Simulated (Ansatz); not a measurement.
C2H4AlN (`[CH3][AlH][C]#N`). Charge 0, multiplicity 1. The structure was optimised at the PBE0-D4/def2-TZVP level.

```xyz
8

C    -0.904   -0.402    0.830
Al    0.019    0.081   -0.801
C     1.848    0.726   -0.666
N     2.934    1.106   -0.570
H    -1.805    0.208    0.958
H    -1.240   -1.444    0.791
H    -0.281   -0.278    1.717
H    -0.571    0.003   -2.261
```

Q: What is the dipole moment at ωB97M-V/def2-TZVPP? (An estimate is asked.)

A: Ansatz gave: 3.98 D, with components (-3.70, -1.37, 0.47) D in this frame, pointing from negative to positive charge.

Q: And with PBE, r2SCAN, B3LYP? (Estimate.)

A: Ansatz gave: PBE 3.89 D, r2SCAN 3.92 D, B3LYP 3.96 D.

Q: Give the Mulliken charges with ωB97M-V, PBE, r2SCAN in def2-TZVPP. (An estimate is asked.)

A: Computed: 
```csv
atom,ωB97M-V,PBE,r2SCAN
C1,-0.50,-0.42,-0.37
Al2,0.59,0.51,0.66
C3,-0.31,-0.33,-0.30
N4,-0.03,0.03,-0.07
H5,0.11,0.10,0.07
H6,0.11,0.10,0.08
H7,0.13,0.12,0.08
H8,-0.10,-0.10,-0.14
```

B3LYP here is the variant with VWN-RPA as its local correlation; programs differ in this.
